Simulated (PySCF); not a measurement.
## Manganese: a sound run and one with changed settings

Sound run: Mn [Ar] 3d5 4s2, Mn⁺ [Ar] 3d5 4s1. Computed with PySCF 2.14 in x2c-TZVPall, with the spin-free X2C one-electron Hamiltonian (Gaussian nucleus). In the sound run the correlated levels freeze [Ar]. The sound run starts from symmetry-adapted Hartree-Fock orbitals and uses a fine grid where one is needed.

Changed run: initial guess minao, at most 50 SCF cycles, level shift 2.0 hartree.

```json
{"species": "Mn", "method": "UHF", "sound run (hartree)": "-1157.37440", "changed run (hartree)": "-1157.24886", "converged": "no"}
{"species": "Mn", "method": "PBE", "sound run (hartree)": "-1158.29538", "changed run (hartree)": "-1158.25515", "converged": "no"}
{"species": "Mn", "method": "TPSS", "sound run (hartree)": "-1158.55289", "changed run (hartree)": "-1158.51557", "converged": "no"}
{"species": "Mn⁺", "method": "UHF", "sound run (hartree)": "-1157.15293", "changed run (hartree)": "-1157.15293", "converged": "yes"}
{"species": "Mn⁺", "method": "PBE", "sound run (hartree)": "-1158.02798", "changed run (hartree)": "-1158.02798", "converged": "no"}
{"species": "Mn⁺", "method": "TPSS", "sound run (hartree)": "-1158.29052", "changed run (hartree)": "-1158.29052", "converged": "no"}
{"species": "Mn⁺", "method": "MP2", "sound run (hartree)": "-1157.22085", "changed run (hartree)": "-1157.19264", "converged": "yes"}
```

A level shift leaves the converged SCF energy unchanged but raises the virtual orbital energies, which shrinks MP2 if it is not removed.
